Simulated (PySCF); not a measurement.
Compound: C4H14OSi3.
Numbering: `[OH:1][Si@@H:2]([SiH3:3])[SiH2:4][CH:5]1[CH2:6][CH2:7][CH2:8]1` (hydrogens: H9 on O1; H10 on Si2; H11, H12, H13 on Si3; H14, H15 on Si4; H16 on C5; H17, H18 on C6; H19, H20 on C7; H21, H22 on C8)

Structure used (PBE0-D3(BJ)/def2-SVP), in Å, numbered top down from 1:
```
atom  x, y, z in Å
O1     1.4499    1.0995    2.1873
Si2    1.9849    1.2505    0.5959
Si3    3.1071   -0.7481    0.1132
Si4    0.1196    1.4532   -0.8208
C5    -0.8104   -0.1837   -0.7056
C6    -2.2915   -0.3131   -1.1438
C7    -2.5309   -1.2244    0.0744
C8    -1.2405   -0.6689    0.7033
H9     0.8542    1.7928    2.4882
H10    2.9327    2.4053    0.4376
H11    4.2731   -0.9796    1.0199
H12    3.5984   -0.6999   -1.3007
H13    2.1623   -1.9019    0.2406
H14    0.5283    1.7890   -2.2231
H15   -0.7685    2.5553   -0.3153
H16   -0.2074   -0.9679   -1.1962
H17   -2.8317    0.6428   -1.0492
H18   -2.4888   -0.7215   -2.1464
H19   -2.4209   -2.2873   -0.1917
H20   -3.4710   -1.1023    0.6339
H21   -1.4483    0.1749    1.3818
H22   -0.5667   -1.3613    1.2296
```

Jobs on this species (22 atoms, 88 electrons) with PySCF (density fitting). Hardware of each: one thread of an Arm Neoverse V1 (shared host). Other jobs ran on the host; a repeat could differ by tens of per cent or more. Peak memory is the resident size of the whole Python process, interpreter and libraries included.

```
                level and settings                                                             work  basis functions  SCF cycles  wall time  peak memory
      PBE0/pcSseg-1, IEF-PCM water                               shieldings, ring-centre shieldings              227           ?          ?            ?
   PBE0/pcSseg-1, IEF-PCM methanol  shieldings, ring-centre shieldings, charges and field gradients              227          13       45 s      1.2 GiB
PBE0-D3(BJ)/def2-SVP, grid level 1     geometry optimisation from a GFN2-xTB start shaken at random              194         129    7.1 min     0.88 GiB
```

Q: Fill in the missing figures.

A: 
- PBE0/pcSseg-1, IEF-PCM water; shieldings, ring-centre shieldings: 43 s, 1.2 GiB, 13 SCF cycles

Q: What do all jobs in the table cost together?

A: About 8.6 min; the longest takes about 83 % of that, and about 9.9 times as long as the shortest.
